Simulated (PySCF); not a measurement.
## PbN⁺, MP2: how much the basis matters

PySCF, ROHF reference; triplet, unpaired electrons π ↑↑; De to Pb⁺ + N without counterpoise correction. Frozen cores follow the default of each basis and core potential.

```tsv
basis	relativity	functions	Re (Å)	ωe (cm⁻¹)	De (eV)	frozen orbitals
cc-pVDZ-PP/cc-pVDZ	scalar-relativistic core potentials	37	2.240	495	n/a	5
def2-SVP	scalar-relativistic core potentials	40	2.243	495	n/a	5
aug-cc-pVDZ-PP/aug-cc-pVDZ	scalar-relativistic core potentials	55	2.233	508	n/a	5
```

How does each smaller set differ from the one with most functions, aug-cc-pVDZ-PP/aug-cc-pVDZ?

cc-pVDZ-PP/cc-pVDZ: +0.7 pm, -2.6 % in ωe; def2-SVP: +1.0 pm, -2.6 % in ωe. All at MP2; the set with most functions is neither the basis-set limit nor always the best.

Correlated steps freeze 5 core orbitals. Spin–orbit coupling is left out, which matters for elements this heavy, above all for dissociation energies. The state is the lowest determinant that a PBE0 search found; another state may lie lower at other levels.
